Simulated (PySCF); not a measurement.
# Worked example: refractive index and permittivity of the vapour

C5H5F, SMILES C([C@H](C#C)F)=C.

Coordinates come from a PBE0-D3(BJ)/def2-SVP optimisation. The structure was generated by enumeration; whether it is a known compound was not checked. Other conformers were not sampled.

PBE/def2-TZVP (PySCF) gives a mean static polarisability of 59.0 bohr³ and a dipole moment of 1.53 D. Take an ideal gas at 298.15 K and 1 bar, whether or not the substance is that volatile.

### Question
Work out n − 1 in the optical limit and the static ε − 1.

### Answer

Polarisability volume α' = 59.0 × 0.148185 = 8.74 Å³. Number density N = p/kT = 2.43e-5 Å⁻³.
Dilute limit of Lorentz–Lorenz: n − 1 = 2π N α' = 0.0013.
Orientation term of Debye: μ²/(3kT) = 8.098 Å³ × μ²(D²) = 18.96 Å³.
ε − 1 = 4π N (α' + μ²/3kT) = 0.0085. Orientation of the dipole supplies 68 % of the static response; it can't follow optical fields. Vibrational polarisation and dispersion are left out.
